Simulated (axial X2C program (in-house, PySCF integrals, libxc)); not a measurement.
**Correcting the dissociation energy of SnS for spin–orbit coupling**

A spin-free PBE0 curve (one-electron X2C) was computed with an in-house all-electron X2C program for linear molecules (integrals from PySCF), basis Sn dyall-cv3z [11s12p9d4f1g], S dyall-av3z [9s8p3d2f] (cores contracted in-house), for the state M_S = 0, Λ = 0 (closed shell). It gives D0 = 4.918 eV to Sn + S, which in a spin-free picture are the weighted means of the ground terms.

Measured levels of the ground terms (NIST Handbook of Basic Atomic Spectroscopic Data), in cm⁻¹: Sn 3P: J = 0 at 0, J = 1 at 1691.8, J = 2 at 3427.7; S 3P: J = 2 at 0, J = 1 at 396.1, J = 0 at 573.6.

The molecular state has Λ = 0, so it has no first-order lowering.

Problem. How far does each ground level lie under the (2J+1)-weighted mean of its term?

Solution. Sn: (1 × 0 + 3 × 1691.8 + 5 × 3427.7)/9 = 2468 cm⁻¹; S: (5 × 0 + 3 × 396.1 + 1 × 573.6)/9 = 196 cm⁻¹.

Problem. Correct D0.

Solution. D0 = 4.918 + (0 − 2664)/8065.5 = 4.588 eV at PBE0 with these spin–orbit terms.

Second-order spin–orbit effects in the molecule, which grow quickly with Z, are left out. One determinant describes the state; a PBE0 search over occupations chose it and may have missed a lower one. Dissociation energies refer to the lowest single-determinant-based atoms at the same level and basis.
